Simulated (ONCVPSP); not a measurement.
## Before and after: ONCV potential for Ta (Z = 73)

```json
{
  "Element": "tantalum (Ta)",
  "Generator": "ONCVPSP 4.0.1",
  "Type": "optimised norm-conserving Vanderbilt (ONCV)",
  "Functional": "PBE",
  "Relativity": "scalar-relativistic",
  "Frozen core": "[Kr] 4d10 4f14",
  "Valence charge": "13",
  "Reference configuration": "5s2 5p6 5d3 (charge +2)",
  "Partial waves": "5s: rc 1.90 bohr, ncon 4, nbas 7, qcut 8.3 1/bohr, 2 projectors, debl 0.4 Ha; 5p: rc 2.15 bohr, ncon 3, nbas 8, qcut 6 1/bohr, 3 projectors, debl 3.6 Ha; 5d: rc 2.80 bohr, ncon 3, nbas 8, qcut 5.4 1/bohr, 2 projectors, debl 3.9 Ha",
  "Local potential": "polynomial inside 1.90 bohr (lpopt 5, dvloc0 0 Ha)",
  "Core correction": "Teter function, fcfact 4.5, rcfact 1.4"
}
```

In the s channel the program set the typed energies aside and used -3.254, 0.050 Ha.

All-electron outer shells of the reference configuration (PBE, scalar-relativistic, ld1.x):

```csv
shell,level (eV),outermost node (bohr),outermost maximum (bohr)
5p,-54.95,0.58,1.13
4f,-40.27,–,0.44
5d,-18.31,0.65,1.54
```

Change: core correction none.

Cutoffs: the cutoffs (Ha) at which the residual kinetic energy of the hardest occupied pseudo-wave falls to 1 and 0.1 mHa per electron; they do not see the model core or the augmentation charge, which bear on the density cutoff. Errors are all-electron minus pseudo energies relative to the spin-unpolarised reference configuration.

Problem. How do hardness, ghosts and transferability respond?

Solution. The potential gets neither clearly harder nor softer (20 Ha and 24 Ha → 20 Ha and 24 Ha); both files keep a bound ghost (d); of the 4 tests that both files solve, the error grows in 4 and shrinks in 0 by more than 15 % and 0.3 meV (median size 11.8 → 16.9 meV). Exchange and correlation are not linear in the density, so unscreening with the valence charge alone errs where core and valence overlap; a model core restores that term.

| quantity | base | changed |
| --- | --- | --- |
| cutoff, loose | 20 Ha | 20 Ha |
| cutoff, tight | 24 Ha | 24 Ha |
| bound ghosts | d | d |
| GHOST(+) flags under 300 eV | none | none |
| error for 5s2 5p6 5d3 6s2, meV [ΔE -23.44 eV] | +16 | +23 |
| error for 5s2 5p6 5d3 6s1, meV [ΔE -14.97 eV] | +6.6 | +8.8 |
| error for 5s2 5p6 5d2, meV [ΔE 23.60 eV] | +7.8 | +15 |
| error for 5s2 5p6 5d3 6s1 6p1, meV [ΔE -19.26 eV] | +16 | +19 |
| s: phases at 1.93 bohr within 0.05 rad from the reference energy up to (Ha; the scan ends near 5) | to the end of the scan | to the end of the scan |
| p: phases at 2.18 bohr within 0.05 rad from the reference energy up to (Ha; the scan ends near 5) | to the end of the scan | to the end of the scan |
| d: phases at 2.83 bohr within 0.05 rad from the reference energy up to (Ha; the scan ends near 5) | 0.1 | 0.1 |

 A true bound ghost makes a file unfit for plane-wave use even where its test errors are small: the radial tests pick states by their node count and pass the ghost by.
